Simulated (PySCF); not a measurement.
C₄H₄N, SMILES C1=C[N]C=C1 (connectivity only; charge and spin as stated), charge -1, multiplicity 1. Atoms are numbered in the order given.

```xyz
9

C      0.0000     0.7112     0.9531
C      0.0000     1.0836    -0.4045
N      0.0000     0.0000    -1.2284
C      0.0000    -1.0836    -0.4045
C      0.0000    -0.7112     0.9531
H      0.0000     1.3756     1.8203
H      0.0000     2.0989    -0.8127
H      0.0000    -2.0989    -0.8127
H      0.0000    -1.3756     1.8203
```
Charge -1, spin multiplicity 1.

Geometry: B3LYP-D3(BJ)/def2-SVPD. The spin state was assumed, not searched. The isomer is the one that the SMILES or the coordinates give; other isomers of the formula were not compared.

These are HF/def2-SVPD (PySCF) values and carry that method's errors.

Isolated molecule, no solvent.

```
Property                                                           Value
------------------------------------------------  ----------------------
total energy                                          -208.06756 hartree
point group                                                          C2v
highest occupied level                                          -2.11 eV
lowest empty level                                               7.17 eV
orbital gap                                                      9.28 eV
dipole moment about the centre of nuclear charge                  1.87 D
mean static polarisability                          59.8 bohr³ (8.86 Å³)
polarisability, principal values                  43.8, 65.6, 70.0 bohr³
```
